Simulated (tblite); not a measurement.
Species: C8H10NP.
Atom-mapped SMILES: `[CH2:1]=[CH:2][C:3]1=[C:4]([CH3:5])[P:6]1[CH2:7][CH2:8][C:9]#[N:10]` (hydrogens: H11, H12 on C1; H13 on C2; H14, H15, H16 on C5; H17, H18 on C7; H19, H20 on C8)

Computed with GFN2-xTB (tblite), gas phase: L-BFGS steps from a force-field or distance-geometry start until the largest atomic force falls under 0.01 eV/Å.

At the end of the run (lengths in Å): P6–C7 1.899, C2–C3 1.423, C4–C5 1.472, C7–H18 1.095, C5–H16 1.089, C3–P6 1.839, C8–H19 1.096, C3–P6–C7 103.2°, C4–P6–C7 103.1°, P6–C7–C8 117.1°, C1–C2–C3 122.6°, C1–C2–C3–C4 180°, C2–C3–C4–C5 0°, C3–C4–P6–C7 -95°, H17–C7–C8–C9 -51°, H19–C8–C7–P6 -169°.

Problem. These geometries were met on the way; a selection of coordinates is given. Order them by energy above the end point, lowest first.
A. P6–C7 1.809, C2–C3 1.481, C4–C5 1.524, C7–H18 1.136, C5–H16 1.122, C3–P6 1.850, C8–H19 1.121, C3–P6–C7 121.8°, C4–P6–C7 121.2°, P6–C7–C8 116.5°, C1–C2–C3 117.0°, C1–C2–C3–C4 -179°, C2–C3–C4–C5 -2°, C3–C4–P6–C7 -104°, H17–C7–C8–C9 -61°, H19–C8–C7–P6 178°
B. P6–C7 1.946, C2–C3 1.427, C4–C5 1.473, C7–H18 1.101, C5–H16 1.087, C3–P6 1.860, C8–H19 1.104, C3–P6–C7 112.1°, C4–P6–C7 111.0°, P6–C7–C8 121.5°, C1–C2–C3 120.9°, C1–C2–C3–C4 178°, C2–C3–C4–C5 -1°, C3–C4–P6–C7 -100°, H17–C7–C8–C9 -65°, H19–C8–C7–P6 179°
C. P6–C7 1.965, C2–C3 1.443, C4–C5 1.494, C7–H18 1.091, C5–H16 1.086, C3–P6 1.865, C8–H19 1.083, C3–P6–C7 115.4°, C4–P6–C7 114.3°, P6–C7–C8 118.2°, C1–C2–C3 120.3°, C1–C2–C3–C4 180°, C2–C3–C4–C5 -2°, C3–C4–P6–C7 -101°, H17–C7–C8–C9 -60°, H19–C8–C7–P6 178°
D. P6–C7 1.895, C2–C3 1.426, C4–C5 1.475, C7–H18 1.094, C5–H16 1.091, C3–P6 1.836, C8–H19 1.097, C3–P6–C7 105.1°, C4–P6–C7 105.3°, P6–C7–C8 122.4°, C1–C2–C3 122.5°, C1–C2–C3–C4 176°, C2–C3–C4–C5 -1°, C3–C4–P6–C7 -96°, H17–C7–C8–C9 -60°, H19–C8–C7–P6 -179°
E. P6–C7 1.903, C2–C3 1.424, C4–C5 1.473, C7–H18 1.094, C5–H16 1.091, C3–P6 1.840, C8–H19 1.094, C3–P6–C7 109.4°, C4–P6–C7 109.0°, P6–C7–C8 122.8°, C1–C2–C3 121.1°, C1–C2–C3–C4 175°, C2–C3–C4–C5 1°, C3–C4–P6–C7 -98°, H17–C7–C8–C9 -61°, H19–C8–C7–P6 180°

Solution. D (0.070 eV), E (0.118 eV), B (0.198 eV), C (0.322 eV), A (0.785 eV).

| step | E above end (eV) | rms distance from the end, all atoms (Å) | largest force (eV/Å) | rms shift of all bonds from the end (Å) |
| --- | --- | --- | --- | --- |
| 18 | 0.070 | 0.177 | 0.155 | 0.002 |
| 11 | 0.118 | 0.216 | 0.237 | 0.002 |
| 6 | 0.198 | 0.243 | 0.322 | 0.012 |
| 3 | 0.322 | 0.254 | 1.391 | 0.019 |
| 0 | 0.785 | 0.264 | 3.395 | 0.031 |

Rows stand in the order of the answer.
